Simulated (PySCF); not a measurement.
# Partial charges of `[SiH3]OC=C=S`

Compound: C₂H₄OSSi.
Cartesian coordinates in Å at the GFN2-xTB level; atoms count from 1:
```xyz
9
C2H4OSSi angstrom
Si    -1.4356   -0.3219    0.0197
O     -0.3052    0.6280   -0.6765
C      1.0301    0.7033   -0.4777
C      1.7500   -0.0034    0.3498
S      2.6651   -0.8093    1.3235
H     -1.4846   -0.0876    1.4632
H     -2.5867    0.1842   -0.7077
H     -1.1388   -1.7347   -0.2205
H      1.5191    1.4475   -1.0992
```

Density: PBE0/pcSseg-1 (PySCF); schemes: Mulliken, IAO, Hirshfeld and ESP-fitted. Isolated species at its GFN2-xTB geometry (one conformer only).

Q: Give the atomic charges in each scheme.

A: In e:

```json
{"atom": "Si1", "environment": "oxygen-bound silicon", "Mulliken": "+0.703", "IAO": "+0.870", "Hirshfeld": "+0.388", "ESP-fitted": "+0.614"}
{"atom": "O2", "environment": "silyl ether oxygen", "Mulliken": "-0.591", "IAO": "-0.578", "Hirshfeld": "-0.195", "ESP-fitted": "-0.344"}
{"atom": "C3", "environment": "outer carbon of cumulated double bonds", "Mulliken": "+0.214", "IAO": "-0.035", "Hirshfeld": "-0.003", "ESP-fitted": "-0.046"}
{"atom": "C4", "environment": "central carbon of cumulated double bonds", "Mulliken": "-0.209", "IAO": "-0.164", "Hirshfeld": "-0.011", "ESP-fitted": "-0.138"}
{"atom": "S5", "environment": "sulfur bonded to C", "Mulliken": "+0.043", "IAO": "+0.121", "Hirshfeld": "-0.023", "ESP-fitted": "+0.012"}
{"atom": "H6", "environment": "Si–H hydrogen", "Mulliken": "-0.104", "IAO": "-0.142", "Hirshfeld": "-0.077", "ESP-fitted": "-0.097"}
{"atom": "H7", "environment": "Si–H hydrogen", "Mulliken": "-0.101", "IAO": "-0.120", "Hirshfeld": "-0.070", "ESP-fitted": "-0.116"}
{"atom": "H8", "environment": "Si–H hydrogen", "Mulliken": "-0.104", "IAO": "-0.142", "Hirshfeld": "-0.077", "ESP-fitted": "-0.096"}
{"atom": "H9", "environment": "hydrogen on C3", "Mulliken": "+0.149", "IAO": "+0.190", "Hirshfeld": "+0.069", "ESP-fitted": "+0.211"}
```

Mean size of the charges over all atoms: IAO 0.262 e, Mulliken 0.247 e, ESP-fitted 0.186 e, Hirshfeld 0.101 e. Each set sums to the total charge, 0, to within 0.001 e. The IAO scheme projects the occupied orbitals on a minimal set of polarised atomic orbitals and counts the electrons in each atom's part of it. The Hirshfeld scheme divides the density at each point in proportion to the densities of the neutral, spherically averaged free atoms.

Lowest charge. All schemes agree: Mulliken O2 (-0.591); IAO O2 (-0.578); Hirshfeld O2 (-0.195); ESP-fitted O2 (-0.344).

Highest charge. All schemes agree: Mulliken Si1 (+0.703); IAO Si1 (+0.870); Hirshfeld Si1 (+0.388); ESP-fitted Si1 (+0.614).

Q: How many electrons does the IAO scheme count on O2?

A: Z − q = 8 − (-0.578) = 8.578.

Q: How closely do the schemes follow one another over all atoms?

A: Correlation coefficient and root-mean-square difference: IAO with ESP-fitted 0.99, 0.124 e; Hirshfeld with ESP-fitted 0.97, 0.113 e; IAO with Hirshfeld 0.97, 0.223 e; Mulliken with IAO 0.96, 0.107 e; Mulliken with ESP-fitted 0.94, 0.128 e; Mulliken with Hirshfeld 0.92, 0.199 e.

These values come from a run that also computed NMR shieldings. The run took 9.7 s of wall time (grids of density and orbitals included) on one thread, AMD EPYC 9R14 (x86_64), shared host with 96 logical CPUs at a one-minute load of 15, and the process peaked at 0.54 GiB of memory.
